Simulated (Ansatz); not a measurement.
Two isomers of CH10Si3: A = `C[SiH]([SiH3])[SiH3]`, B = `C[SiH2][SiH2][SiH3]`.

Computed with Ansatz on PBE0-D4/def2-TZVP structures; ΔE is electronic, products minus reactants. CCSD(T)/CBS is the MP2 limit (def2-TZVPP, def2-QZVPP) plus CCSD(T) − MP2 in def2-TZVPP, frozen cores. DFT in def2-TZVPP. One conformer a species, not always the lowest.

A:

Z-matrix (Å, degrees):
```
C
Si 1 1.883
H 1 1.092 2 110.7
H 1 1.092 2 110.7 3 120.1
H 1 1.092 2 110.7 3 -120.0
Si 2 2.340 1 111.2 3 -179.6
Si 2 2.340 1 111.1 3 59.5
H 2 1.493 1 109.9 3 -60.1
H 6 1.490 2 111.4 1 58.2
H 6 1.488 2 110.6 1 178.9
H 6 1.490 2 110.0 1 -61.5
H 7 1.488 2 110.6 1 -179.4
H 7 1.490 2 110.0 1 61.0
H 7 1.490 2 111.4 1 -58.7
```

B:

Z-matrix (Å, degrees):
```
C
Si 1 1.876
H 1 1.092 2 110.7
H 1 1.092 2 110.6 3 -120.0
H 1 1.092 2 110.7 3 119.9
Si 2 2.340 1 112.5 3 -59.9
H 2 1.491 1 110.2 3 179.2
H 2 1.491 1 110.2 3 60.9
Si 6 2.338 2 110.8 1 -179.9
H 6 1.492 2 110.0 1 -59.0
H 6 1.492 2 110.0 1 59.2
H 9 1.488 6 111.5 2 -180.0
H 9 1.488 6 109.9 2 -59.6
H 9 1.488 6 109.9 2 59.6
```

Question: Which is lower in electronic energy at CCSD(T)/CBS, and by how much? (Best estimate.)

Answer: The calculation gave: B, by 0.6 kcal/mol.

Question: Give E(B) − E(A) in kcal/mol with ωB97M-V, HF/def2-TZVPP, CCSD/def2-TZVPP, B2PLYP, CCSD(T)/def2-TZVPP, PBE-D4, PBE0-D4. (Estimate.)

Answer: Computed: ωB97M-V -0.6, HF/def2-TZVPP -1.1, CCSD/def2-TZVPP -0.7, B2PLYP -0.8, CCSD(T)/def2-TZVPP -0.6, PBE-D4 -0.4, PBE0-D4 -0.5. None reverses the order clearly.

Question: Does the order hold for the free energy at 298.15 K (harmonic terms from PBE0-D4)? (Estimate.)

Answer: Ansatz gave: Yes: G(B) − G(A) = -0.7 kcal/mol, for one conformer each. Modes under 60 cm⁻¹, often nearly free rotors, make the harmonic entropy too high.

Largest T1 diagnostic: 0.012.

Leaving LDA and LC-ωPBE aside and taking each functional with its dispersion term where it has one, the values, not all of them listed here, spread over 0.5 kcal/mol, from B97M-V to revPBE-D4.
